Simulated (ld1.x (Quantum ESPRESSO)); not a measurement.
## What the settings do to the PAW potential of cobalt

Base potential:

```
Element                 : Co (Z = 27)
Generator               : ld1.x (Quantum ESPRESSO) 7.5
Type                    : PAW
Functional              : LDA (PZ)
Relativity              : fully relativistic
Frozen core             : [Ne]
Valence charge          : 17
Reference configuration : 3s2 3p6 3d6 4s0 4p0 (charge +3)
Partial waves           : 3s (bound): rcut 1.25, rcutus 1.55 bohr; 4s (bound, empty): rcut 1.25, rcutus 1.55 bohr; 3p (bound): rcut 1.10, rcutus 1.15 bohr; 4p (bound, empty): rcut 1.10, rcutus 1.15 bohr; 3d (bound): rcut 1.05, rcutus 1.30 bohr; 3d channel at 1.4 Ry: rcut 1.05, rcutus 1.30 bohr
Local potential         : all-electron potential smoothed inside 1.20 bohr (lloc = -1)
Core correction         : Bessel-smoothed model core, default radius (core density twice the valence density)
Augmentation charge     : PSQ, inside the norm-conserving radii
```

Open shells are filled in proportion to 2j + 1 (rel_dist='average').

All-electron outer shells of the reference configuration (LDA (PZ), scalar-relativistic, ld1.x):

```tsv
shell	level (eV)	outermost node (bohr)	outermost maximum (bohr)
2p	-808.81	–	0.17
3s	-140.26	0.31	0.66
3p	-103.69	0.28	0.67
3d	-45.48	–	0.65
4s	-32.46	0.94	1.92
4p	-24.74	1.00	2.21
```

Cutoffs, loose and tight: the cutoffs (Ry, on a coarse ladder) from which the occupation-weighted sum of valence levels, in a spherical-Bessel basis at the reference potential, stays within 10 and 1 mRy of its value at 400 Ry. They do not see the model core or the augmentation charge, which bear on the density cutoff. Test errors are all-electron minus pseudo excitation energies from the reference, over the configurations 3s2 3p6 3d7 4s2 4p0; 3s2 3p6 3d7 4s1 4p0; 3s2 3p6 3d7 4s0 4p0; 3s2 3p6 3d7 4s1 4p1; 3s2 3p6 3d7 4s0 4p2; 3s2 3p6 3d7.5 4s1.5 4p0; 3s2 3p6 3d5 4s0 4p0. A dash means not determined; rows that change the core or the reference have their own tests. The largest error is taken over the tests solved by every variant that gives reliable tests at all: 3s2 3p6 3d7 4s0 4p0; 3s2 3p6 3d7 4s0 4p2; 3s2 3p6 3d7 4s1 4p0; 3s2 3p6 3d7 4s1 4p1; 3s2 3p6 3d7 4s2 4p0.

Cutoffs are not given where the Bessel-basis levels miss the radial ones by over 6 mRy, ghosts where they miss by over 20 mRy; a channel whose overlap is not positive is not tested.

| change | outcome | bound ghosts | largest test error (meV) |
| --- | --- | --- | --- |
| base | generated | not determined | +2.2 |
| wave 3d channel at 1.4 Ry: rcut 1.05, rcutus 1.30 bohr becomes 3d channel at -3.2 Ry: rcut 1.05, rcutus 1.30 bohr | generated | not determined | -4.0 |
| wave 3d channel at 1.4 Ry: rcut 1.05, rcutus 1.30 bohr becomes 3d channel at -3.09 Ry: rcut 1.05, rcutus 1.30 bohr | generated | not determined | -3.7 |
| wave 3d channel at 1.4 Ry: rcut 1.05, rcutus 1.30 bohr becomes 3d channel at -2.93 Ry: rcut 1.05, rcutus 1.30 bohr | generated | not determined | -3.4 |
| wave 3d channel at 1.4 Ry: rcut 1.05, rcutus 1.30 bohr becomes 3d channel at -2.7 Ry: rcut 1.05, rcutus 1.30 bohr | generated | not determined | -3.3 |
| wave 3d channel at 1.4 Ry: rcut 1.05, rcutus 1.30 bohr becomes 3d channel at -2.24 Ry: rcut 1.05, rcutus 1.30 bohr | generated | not determined | -3.3 |
| wave 3d channel at 1.4 Ry: rcut 1.05, rcutus 1.30 bohr becomes 3d channel at -1.2 Ry: rcut 1.05, rcutus 1.30 bohr | generated | not determined | -3.3 |
| wave 3d channel at 1.4 Ry: rcut 1.05, rcutus 1.30 bohr becomes 3d channel at -0.3 Ry: rcut 1.05, rcutus 1.30 bohr | generated | not determined | -3.0 |
| wave 3d channel at 1.4 Ry: rcut 1.05, rcutus 1.30 bohr becomes 3d channel at 1.84 Ry: rcut 1.05, rcutus 1.30 bohr | generated | not determined | +2.6 |
